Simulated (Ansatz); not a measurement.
Harmonic frequencies (cm⁻¹) at PBE0-D4/def2-TZVP from Ansatz: 62, 88, 209, 231, 473, 519, 600, 747, 861, 881, 965, 1028, 1052, 1102, 1219, 1257, 1312, 1328, 1403, 1412, 1435, 1462, 1493, 1498, 2557, 3000, 3011, 3023, 3044, 3087, 3112, 3113, 3134.

Each molecule was computed in one conformer, which needn't be the lowest.

(1) Which molecule is it?
A. `BC(C)C`
B. `CCB(N)N`
C. `CB(C)C`
D. `CBCC`

Results:

(1) D.
